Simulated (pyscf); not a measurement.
# [H₃C–NH–Zr(NH)(NH₂)–NH₂]•, doublet

Gas-phase minimum from PySCF at ωB97X-D3(BJ)/def2-SVP, one conformer. [H₃C–NH–Zr(NH)(NH₂)–NH₂]• lies 9.7 kcal/mol over its isomer [H₃C–N–Zr(NH₂)(NH₂)–NH₂]• (electronic energy, ωB97M-D3(BJ)/def2-TZVP). 

```
Zr
N 1 2.0362
H 2 1.0164 1 129.83
C 2 1.4529 3 112.49 1 179.30
H 4 1.1063 2 113.03 3 61.23
H 4 1.1066 5 107.80 2 125.88
H 4 1.1077 5 106.12 6 113.58
N 1 2.0383 2 106.89 3 -111.27
H 8 1.0191 1 164.38 2 -64.35
N 1 2.0458 2 110.73 3 5.54
H 10 1.0176 1 127.28 2 -105.64
H 10 1.0192 11 108.26 1 175.33
N 1 2.0556 2 109.77 3 126.46
H 13 1.0183 1 128.70 2 20.03
H 13 1.0193 14 107.55 1 179.21
```
Charge 0, spin multiplicity 2.

Properties at ωB97X-D3(BJ)/def2-SVP:

| Quantity | Result |
|---|---|
| Harmonic wavenumbers, unscaled | 65, 75, 101, 128, 144, 154, 171, 189, 217, 323, 350, 429, 446, 469, 479, 486, 531, 612, 636, 646, 659, 1041, 1131, 1133, 1351, 1465, 1467, 1508, 1514, 1519, 3006, 3083, 3086, 3572, 3575, 3626, 3627, 3657, 3666 cm⁻¹ |
| Zero-point energy | 72.0 kcal/mol |
| Rotational symmetry number | 1 |
| Entropy of this conformer at 298 K and 1 atm, rigid rotor and harmonic oscillator, modes under 100 cm⁻¹ raised to 100 | 439.2 J/(mol K) |
| Dipole moment | 0.93 D |
| Spin expectation value S2 | 0.756 |

Single-point totals, which compare only within one level:

```tsv
level	total energy (hartree)
ωB97X-D3(BJ)/def2-TZVP	-309.88996
PBE/def2-TZVP	-309.45695
r²SCAN/def2-TZVP	-309.64433
B3LYP-D3(BJ)/def2-TZVP	-309.81341
PBE0-D3(BJ)/def2-TZVP	-309.45219
M06-2X/def2-TZVP	-309.54632
ωB97M-D3(BJ)/def2-TZVP	-309.78625
```

Soft torsions are taken as harmonic, which can shift the entropy by several J/(mol K). Open-shell species with a d-block atom are single-reference here; other states, and whether the spin sits on metal or ligand, were not checked. Elements past Kr carry the def2 core potentials, without spin-orbit coupling.
